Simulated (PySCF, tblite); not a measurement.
Compound: 1,1,1-trichlorobutane, C4H7Cl3.
Numbering: `[CH3:1][CH2:2][CH2:3][C:4]([Cl:5])([Cl:6])[Cl:7]` (hydrogens: H8, H9, H10 on C1; H11, H12 on C2; H13, H14 on C3)

Computed with GFN2-xTB (tblite), gas phase: Langevin dynamics at 300 K from the optimised GFN2-xTB geometry, time step 0.5 fs, friction 0.01 fs⁻¹, 2000 steps. Over the second half of the run the saved frames average 316 K.

Frame at 250 fs, instantaneous temperature 382 K:
```
atom  x, y, z in Å
C1      2.132   -0.586   -0.283
C2      0.615   -0.954   -0.157
C3     -0.335    0.149   -0.521
C4     -1.809   -0.236   -0.143
Cl5    -3.108    0.966   -0.490
Cl6    -2.229   -1.536   -1.280
Cl7    -1.899   -0.653    1.569
H8      2.403    0.464    0.037
H9      2.786   -1.290    0.233
H10     2.436   -0.738   -1.338
H11     0.387   -1.296    0.859
H12     0.465   -1.867   -0.758
H13     0.121    0.980   -0.050
H14    -0.400    0.401   -1.561
```

Frame at 425 fs, instantaneous temperature 302 K:
```
atom  x, y, z in Å
C1      2.097   -0.716   -0.912
C2      0.768   -1.211   -0.332
C3     -0.266   -0.043   -0.464
C4     -1.626   -0.414    0.063
Cl5    -2.771    0.937   -0.355
Cl6    -2.341   -1.876   -0.761
Cl7    -1.504   -0.471    1.836
H8      2.496    0.079   -0.192
H9      2.893   -1.443   -1.026
H10     1.931   -0.205   -1.909
H11     0.809   -1.558    0.743
H12     0.356   -2.043   -0.874
H13     0.039    0.835    0.120
H14    -0.327    0.224   -1.524
```

Frame at 625 fs, instantaneous temperature 306 K:
```
atom  x, y, z in Å
C1      2.068   -1.012   -1.141
C2      0.911   -0.982   -0.067
C3     -0.254   -0.076   -0.519
C4     -1.550   -0.223    0.239
Cl5    -2.373    1.275   -0.162
Cl6    -2.567   -1.647   -0.239
Cl7    -1.340   -0.431    1.925
H8      2.489   -0.006   -1.204
H9      2.786   -1.748   -0.812
H10     1.649   -1.266   -2.132
H11     1.407   -0.506    0.778
H12     0.545   -2.020    0.118
H13     0.028    0.928   -0.306
H14    -0.358   -0.304   -1.564
```

Frame at 800 fs, instantaneous temperature 304 K:
```
atom  x, y, z in Å
C1      2.028   -1.294   -1.092
C2      0.761   -1.487   -0.226
C3     -0.092   -0.252   -0.378
C4     -1.368   -0.142    0.419
Cl5    -2.393    1.273    0.018
Cl6    -2.506   -1.413   -0.040
Cl7    -1.176   -0.205    2.156
H8      2.757   -0.528   -0.728
H9      2.649   -2.212   -0.803
H10     1.931   -1.339   -2.222
H11     1.142   -1.606    0.754
H12     0.211   -2.376   -0.554
H13     0.531    0.553    0.046
H14    -0.361   -0.083   -1.480
```

Frame at 1000 fs, instantaneous temperature 271 K:
```
atom  x, y, z in Å
C1      2.187   -1.306   -0.199
C2      0.637   -1.468   -0.301
C3     -0.092   -0.129   -0.260
C4     -1.556   -0.222    0.256
Cl5    -2.405    1.351   -0.104
Cl6    -2.345   -1.557   -0.510
Cl7    -1.529   -0.412    2.105
H8      2.435   -1.066    0.833
H9      2.796   -2.179   -0.437
H10     2.421   -0.526   -0.846
H11     0.242   -2.086    0.469
H12     0.451   -1.909   -1.251
H13     0.463    0.705    0.121
H14    -0.299    0.180   -1.314
```

Q: What do single points at PBE0/pcSseg-1 (PySCF, gas phase) give on these frames?

A: 
```csv
t (fs),GFN2-xTB E above start (eV),DFT E above lowest frame (eV),HOMO (eV),LUMO (eV),dipole (D)
250,0.59,0.33,-8.52,-0.73,2.24
425,0.35,0.00,-8.67,-1.08,2.25
625,0.49,0.28,-8.62,-0.56,2.21
800,0.69,0.39,-8.30,-0.40,2.60
1000,0.51,0.21,-8.76,-1.10,2.33
```

The two levels order the frames alike by energy but for pairs within 0.08 eV at one level; measured from each level's lowest frame they differ by 0.14 eV at most. The HOMO–LUMO gap runs from 7.59 to 8.06 eV. These are instantaneous structures, not minima.

Q: And the isotropic GIAO shieldings (ppm) from the same runs?

A: 
```json
{"atom": "C1", "250 fs": "168.2", "425 fs": "165.8", "625 fs": "166.0", "800 fs": "165.3", "1000 fs": "174.9", "mean": "168.0", "range": "9.6"}
{"atom": "C2", "250 fs": "162.3", "425 fs": "157.8", "625 fs": "157.6", "800 fs": "162.2", "1000 fs": "166.7", "mean": "161.3", "range": "9.1"}
{"atom": "C3", "250 fs": "129.1", "425 fs": "119.3", "625 fs": "126.2", "800 fs": "123.3", "1000 fs": "125.1", "mean": "124.6", "range": "9.8"}
{"atom": "C4", "250 fs": "60.4", "425 fs": "52.9", "625 fs": "70.3", "800 fs": "70.8", "1000 fs": "50.6", "mean": "61.0", "range": "20.2"}
{"atom": "Cl5", "250 fs": "408.8", "425 fs": "370.1", "625 fs": "458.6", "800 fs": "381.6", "1000 fs": "402.9", "mean": "404.4", "range": "88.5"}
{"atom": "Cl6", "250 fs": "451.1", "425 fs": "458.8", "625 fs": "448.5", "800 fs": "458.5", "1000 fs": "537.5", "mean": "470.9", "range": "89.0"}
{"atom": "Cl7", "250 fs": "542.6", "425 fs": "480.2", "625 fs": "553.5", "800 fs": "536.2", "1000 fs": "422.0", "mean": "506.9", "range": "131.5"}
{"atom": "H8", "250 fs": "29.9", "425 fs": "29.2", "625 fs": "30.4", "800 fs": "29.7", "1000 fs": "30.6", "mean": "30.0", "range": "1.4"}
{"atom": "H9", "250 fs": "30.1", "425 fs": "30.2", "625 fs": "30.2", "800 fs": "29.0", "1000 fs": "30.6", "mean": "30.0", "range": "1.6"}
{"atom": "H10", "250 fs": "29.8", "425 fs": "29.8", "625 fs": "30.5", "800 fs": "29.3", "1000 fs": "32.1", "mean": "30.3", "range": "2.8"}
{"atom": "H11", "250 fs": "29.4", "425 fs": "29.0", "625 fs": "29.6", "800 fs": "30.5", "1000 fs": "30.8", "mean": "29.9", "range": "1.8"}
{"atom": "H12", "250 fs": "29.6", "425 fs": "30.1", "625 fs": "29.4", "800 fs": "29.6", "1000 fs": "30.3", "mean": "29.8", "range": "0.9"}
{"atom": "H13", "250 fs": "30.0", "425 fs": "28.9", "625 fs": "29.3", "800 fs": "28.7", "1000 fs": "29.7", "mean": "29.3", "range": "1.3"}
{"atom": "H14", "250 fs": "29.6", "425 fs": "29.1", "625 fs": "29.2", "800 fs": "27.9", "1000 fs": "28.6", "mean": "28.9", "range": "1.7"}
```

The cost below is that of the whole dynamics run. Time: 16 s wall; peak memory 0.18 GiB. Hardware: an INTEL XEON PLATINUM 8581C at 2.10 GHz with one thread, shared host with 80 logical CPUs at a one-minute load of 14.
